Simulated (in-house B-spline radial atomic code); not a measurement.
Radial electron density of the iodine ion I⁺, [Kr] 4d10 5s2 5p4. Method: scalar-relativistic (X2C) LC-wPBE, spin-polarised, spherical fractional occupations, exact exchange averaged over the configuration, Fermi nucleus of rms radius 4.75 fm. Calculated with a B-spline radial code for spherical atoms.

One-electron X2C: radii and densities carry no picture-change correction, so inner-shell <1/r> comes out high (for 1s by about 2 % at Z = 33, 5 % at 54, 10 % at 75, 30 % at 118) and <r> low.

Columns: r (bohr), 4πr²n(r) (electrons per bohr), bar.

```
0.000882    2.362 #
 0.00109    3.294 ##
 0.00135    4.588 ##
 0.00167    6.342 ###
 0.00206    8.667 ####
 0.00255     11.8 ######
 0.00315    15.85 ########
  0.0039    21.05 ###########
 0.00482    27.42 ##############
 0.00596    34.98 ##################
 0.00737    43.46 ######################
 0.00911    52.26 ##########################
  0.0113    60.51 ##############################
  0.0139    66.53 #################################
  0.0172    69.48 ###################################
  0.0213    68.52 ##################################
  0.0263    64.56 ################################
  0.0326    60.32 ##############################
  0.0403    60.04 ##############################
  0.0498    66.51 #################################
  0.0615    78.06 #######################################
  0.0761    87.76 ############################################
  0.0941    87.24 ############################################
   0.116    76.14 ######################################
   0.144    64.46 ################################
   0.178    64.69 ################################
    0.22    73.07 #####################################
   0.272       72 ####################################
   0.336    53.33 ###########################
   0.416    31.44 ################
   0.514    24.11 ############
   0.636    27.54 ##############
   0.786    26.86 #############
   0.972    18.69 #########
     1.2    10.36 #####
    1.49    6.025 ###
    1.84    4.433 ##
    2.27    3.163 ##
    2.81     1.73 #
    3.47   0.6727 
    4.29    0.177 
    5.31  0.02942 
    6.57  0.00279 
    8.12 0.0001345
```

On this grid the curve has 4 maxima, near 0.0172, 0.0761, 0.22, 0.636 bohr.

The 5s down radial function P(r) = rR(r), positive near the nucleus:

| r (bohr) | P |
| --- | --- |
| 0.000377 | 0.01375 |
| 0.000577 | 0.01939 |
| 0.000882 | 0.02718 |
| 0.00135 | 0.03782 |
| 0.00206 | 0.05184 |
| 0.00315 | 0.06974 |
| 0.00482 | 0.09076 |
| 0.00737 | 0.1116 |
| 0.0113 | 0.1243 |
| 0.0172 | 0.1135 |
| 0.0263 | 0.05881 |
| 0.0403 | -0.0497 |
| 0.0615 | -0.1675 |
| 0.0941 | -0.17 |
| 0.144 | 0.04827 |
| 0.22 | 0.2802 |
| 0.336 | 0.07427 |
| 0.514 | -0.3903 |
| 0.786 | -0.1957 |
| 1.2 | 0.5651 |
| 1.84 | 0.8225 |
| 2.81 | 0.442 |
| 4.29 | 0.09776 |
| 6.57 | 0.006768 |
